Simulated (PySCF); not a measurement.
# Si: excitation energy

Si [Ne] 3s2 3p2 (3P) → Si [Ne] 3s1 3p3 (5S), as a difference of total energies. All numbers are calculated (PySCF 2.14, no relativity, point nucleus, in aug-cc-pwCVQZ (10s9p7d5f3g, 134 functions)). Correlated levels: valence: [Ne] frozen; valence and next inner shell: 1s2 frozen; nothing frozen. The calculations carry no spin-orbit coupling.

| method | excitation energy (cm⁻¹) |
| --- | --- |
| UHF | 20999 |
| LDA | 34587 |
| PBE | 33892 |
| PBE0 | 32488 |
| r2SCAN | 29004 |
| wB97M-V | 36244 |
| TPSSh | 33384 |
| MP2 (valence) | 29354 |
| SCS-MP2 (valence) | 33377 |
| MP2 (valence and next inner shell) | 30729 |
| SCS-MP2 (valence and next inner shell) | 34397 |
| MP2 (all electrons) | 30689 |
| SCS-MP2 (all electrons) | 34375 |

A first-order spin-orbit estimate (lowest level to lowest level, LS coupling) adds 0.016 eV.
